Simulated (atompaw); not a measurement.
## u(r) = r·R(r): atom against pseudo-atom (osmium)

Columns: radius, all-electron u(r) and pseudo u(r) of the 5d shell (level -5.60 eV) of osmium in the configuration [Xe] 4f14 5d7 6s1 6p0; PBEsol, non-relativistic, PAW (atompaw) scheme, atompaw 4.2.0.5.

```
r (bohr)  all-electron  pseudo
   0.115        0.2450  0.0021
   0.231       -0.0958  0.0163
   0.346       -0.3598  0.0520
   0.462       -0.2927  0.1148
   0.577       -0.0609  0.2031
   0.692        0.1971  0.3113
   0.808        0.4202  0.4304
   0.923        0.5857  0.5460
   1.038        0.6972  0.6471
   1.154        0.7638  0.7252
   1.269        0.7947  0.7738
   1.385        0.7999  0.7935
   1.500        0.7873  0.7881
   1.615        0.7627  0.7649
   1.731        0.7304  0.7314
   1.846        0.6940  0.6941
   1.962        0.6552  0.6552
   2.077        0.6160  0.6160
   2.192        0.5773  0.5773
   2.308        0.5394  0.5394
   2.423        0.5033  0.5033
   2.538        0.4689  0.4689
   2.654        0.4361  0.4361
   2.769        0.4055  0.4055
   2.885        0.3766  0.3766
   3.000        0.3497  0.3497
```

Problem. How many radial nodes do the two functions have?

Solution. The all-electron 5d function has n − l − 1 = 2; the pseudo-wave has 0, since the states of the same l below it are removed with the core.

Problem. At about which radius was the pseudo-wave matched?

Solution. 1.90 bohr, where the columns begin to agree (steps of 0.12 bohr).

Problem. Where does each function peak?

Solution. Outermost all-electron maximum near 1.39 bohr, pseudo maximum near 1.39 bohr (to the table’s step).

Problem. Is the pseudo-wave norm-conserving?

Solution. No, it belongs to a PAW set: the norm inside the radius is not constrained, and the difference is carried by the augmentation charge.
